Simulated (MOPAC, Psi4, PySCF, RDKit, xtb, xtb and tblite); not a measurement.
Two geometries of SMILES c1ccccc1C(=O)C, relaxed at GFN2-xTB with one dihedral held; other torsions can differ between them too.

Structure A

```
17

C     -2.6078     0.4663    -0.3461
C     -1.6831    -0.5528     0.2748
O     -2.1032    -1.5590     0.8003
C     -0.2270    -0.2622     0.2096
C      0.6574    -1.3289     0.3706
C      2.0223    -1.1281     0.3065
C      2.5229     0.1455     0.0892
C      1.6533     1.2136    -0.0635
C      0.2860     1.0146    -0.0111
H     -3.6108     0.0519    -0.4071
H     -2.2611     0.7471    -1.3374
H     -2.6368     1.3570     0.2793
H      0.2470    -2.3126     0.5443
H      2.6975    -1.9622     0.4270
H      3.5897     0.3074     0.0409
H      2.0444     2.2073    -0.2261
H     -0.3759     1.8594    -0.1244
```

Structure B

```
17

C      2.6027     0.5371    -0.2014
C      1.7016    -0.5889     0.2411
O      2.1154    -1.6230     0.7039
C      0.2436    -0.3219     0.0651
C     -0.3774     0.7490     0.6985
C     -1.7388     0.9472     0.5523
C     -2.4885     0.0850    -0.2303
C     -1.8773    -0.9906    -0.8531
C     -0.5202    -1.2031    -0.6939
H      3.6448     0.2627    -0.0612
H      2.4154     0.7574    -1.2507
H      2.3799     1.4345     0.3711
H      0.1991     1.4180     1.3208
H     -2.2163     1.7768     1.0525
H     -3.5498     0.2469    -0.3474
H     -2.4607    -1.6706    -1.4560
H     -0.0377    -2.0477    -1.1631
```

Which is lower in energy at the level B3LYP-D3(BJ)/def2-SVP // GFN2-xTB (Psi4 1.11), and by how much?

A is lower, by 4.30 kcal/mol (dihedral O3–C2–C4–C5: 20° in A, 120° in B).

E(B) − E(A) in kcal/mol at the other levels, on the same two geometries: GFN2-xTB (xtb and tblite) 1.65; MMFF94 // GFN2-xTB (RDKit) 3.34; B3LYP/def2-SVP // GFN2-xTB (Psi4) 4.23; PBE/def2-SVP // GFN2-xTB (Psi4) 4.35; PBE-D3(BJ)/def2-SVP // GFN2-xTB (Psi4) 4.38; UFF // GFN2-xTB (RDKit) 3.99; PM6, restricted, heats of formation // GFN2-xTB (MOPAC) 0.50; PM3, restricted, heats of formation // GFN2-xTB (MOPAC) -0.51; GFN1-xTB // GFN2-xTB (xtb) 2.12; restricted B3LYP/6-31G*, spherical d, density fitting // GFN2-xTB (PySCF) 4.24; restricted MP2 (frozen core)/3-21G // GFN2-xTB (PySCF) 4.65; restricted Hartree-Fock/LANL2DZ, density fitting // GFN2-xTB (PySCF) 4.09; restricted B3LYP/3-21G, density fitting // GFN2-xTB (PySCF) 5.68.
